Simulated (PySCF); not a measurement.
C₇H₉BO₃, SMILES COc1ccccc1B(O)O (GFN2-xTB optimised geometry):

```
20

C     -0.239    -2.489    -0.009
O      0.420    -1.245    -0.001
C     -0.329    -0.092     0.000
C     -1.718    -0.092     0.000
C     -2.414     1.105     0.000
C     -1.732     2.307     0.000
C     -0.349     2.301     0.001
C      0.387     1.119     0.001
B      1.970     1.198     0.002
O      2.791     0.117    -0.004
O      2.537     2.428     0.008
H     -0.859    -2.622     0.883
H     -0.855    -2.613    -0.905
H      0.550    -3.240    -0.011
H     -2.272    -1.018     0.000
H     -3.494     1.087     0.000
H     -2.274     3.240    -0.001
H      0.199     3.230     0.002
H      2.326    -0.721    -0.007
H      3.494     2.400     0.008
```

Method: CAM-B3LYP/def2-SVP run with PySCF.

**Question.** What are the frontier orbital energies and the dipole moment?

**Answer.** HOMO-2 -10.02 eV, HOMO-1 -8.44 eV, HOMO -7.71 eV, LUMO 0.61 eV, LUMO+1 1.49 eV; dipole moment 2.74 D.

Meta-Löwdin charges at CAM-B3LYP/def2-SVP: C1 -0.07, O2 -0.35, C3 0.22, C4 -0.17, C5 -0.08, C6 -0.13, C7 -0.07, C8 -0.14, B9 0.41, O10 -0.50, O11 -0.49, H12 0.10, H13 0.10, H14 0.12, H15 0.10, H16 0.10, H17 0.10, H18 0.11, H19 0.33, H20 0.33.
